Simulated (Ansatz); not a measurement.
Coupled-cluster diagnostics for the cluster Mg5S4, Ansatz.

Geometry of the singlet (B3LYP-D4/def2-SVP):

```xyz
9

Mg   -0.483   -0.879   -2.875
Mg   -0.361    2.358   -1.079
Mg    0.171   -2.998   -0.154
Mg    0.355    1.722    2.492
Mg    0.561   -1.786    2.342
S    -0.046    3.366    0.950
S    -0.249   -3.108   -2.422
S    -0.682    1.388   -3.126
S     0.734   -0.064    3.870
```

Correlated methods freeze 25 core orbitals; core or outer-core shells of Mg are correlated, in sets that lack core-valence functions. Another isomer (singlet) lies 2.03 eV lower at PBE0-D4/def2-TZVP; other spin states weren't run for this one.

(1) Estimate the CCSD(T) correlation energy, the shares of MP2 and (T), T1 and the reference's ⟨S²⟩ for: charge 0, singlet, own geometry in def2-SVP; and the rough time on 4 threads of Arm Neoverse V2 on a shared host.

Results:

(1) 
```csv
state,basis,correlation (eV),MP2 share (%),(T) share (%),T1,⟨S²⟩ (pure),wall time
"charge 0, singlet, own geometry",def2-SVP,-20.349,88.7,3.7,0.012,0.00 (0.00),1.7 min
```
Customary marks for T1 are 0.02 (closed shells), 0.045 (open shells) and about 0.05 (3d metals). T1 stays under 0.02 throughout.
